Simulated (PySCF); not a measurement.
Species: C9H8O.
Atom-mapped SMILES: `[CH2:1]=[CH:2][c:3]1[cH:4][cH:5][c:6]([CH:7]=[O:8])[cH:9][cH:10]1` (hydrogens: H11, H12 on C1; H13 on C2; H14 on C4; H15 on C5; H16 on C7; H17 on C9; H18 on C10)

Geometry (PBE0-D3(BJ)/def2-SVP, Å), atoms numbered from 1 in this order:
```xyz
18
C9H8O angstrom
C     -3.3445    0.2632   -0.8448
C     -2.4427   -0.4455   -0.1545
C     -0.9914   -0.2334   -0.1173
C     -0.2014   -1.0882    0.6738
C      1.1741   -0.9314    0.7482
C      1.8001    0.0916    0.0266
C      3.2646    0.2645    0.1046
O      3.9989   -0.4240    0.7684
C      1.0256    0.9480   -0.7654
C     -0.3504    0.7898   -0.8373
H     -3.0682    1.1101   -1.4783
H     -4.4064    0.0137   -0.7967
H     -2.7989   -1.2805    0.4587
H     -0.6892   -1.8876    1.2373
H      1.7946   -1.5892    1.3608
H      3.6665    1.1070   -0.5163
H      1.5157    1.7472   -1.3293
H     -0.9371    1.4678   -1.4596
```

All values: CAM-B3LYP/def2-SVPD (PySCF, non-relativistic), on one gas-phase PBE0-D3(BJ)/def2-SVP geometry that isn't relaxed in the solvent. The solvent is an IEF-PCM continuum (cavity from Bondi-type radii × 1.2), and excitations are vertical TDDFT with non-equilibrium linear response and a frozen core. Specific hydrogen bonds and non-electrostatic terms are outside this model.

```json
{"run": "gas", "E − E(gas) (kcal/mol)": "0.00", "HOMO (eV)": "-8.19", "HOMO–LUMO gap (eV)": "6.95", "dipole (D)": "3.72", "lowest singlet (eV)": "3.85", "static polarisability (au)": "117.4"}
{"run": "P", "E − E(gas) (kcal/mol)": "-6.87", "HOMO (eV)": "-8.04", "HOMO–LUMO gap (eV)": "6.87", "dipole (D)": "5.02", "lowest singlet (eV)": "4.01", "static polarisability (au)": "168.4"}
{"run": "Q", "E − E(gas) (kcal/mol)": "-2.61", "HOMO (eV)": "-8.10", "HOMO–LUMO gap (eV)": "6.92", "dipole (D)": "4.22", "lowest singlet (eV)": "3.91", "static polarisability (au)": "135.1"}
```

The runs were made in cyclohexane and dimethylsulfoxide. Which run belongs to which solvent?

P = dimethylsulfoxide, Q = cyclohexane. The dielectric constants are 2.017 (cyclohexane), 46.83 (dimethylsulfoxide), and the energy falls further as ε rises. The optical constants n² used for the excitations are 2.04, 2.19 in the same order. In this model the ground state sees the solvent through ε alone.

How constant is the ratio of the lowering to (ε − 1)/(2ε + 1)?

| solvent | (ε − 1)/(2ε + 1) | E − E(gas) (kcal/mol) | ratio (kcal/mol) | polarisation term (kcal/mol) |
| --- | --- | --- | --- | --- |
| cyclohexane | 0.202 | -2.61 | -12.9 | -2.82 |
| dimethylsulfoxide | 0.484 | -6.87 | -14.2 | -8.32 |

The ratio changes by +9.8 % in size from cyclohexane to dimethylsulfoxide. The polarisation term is half the interaction of the solute with the induced surface charges.
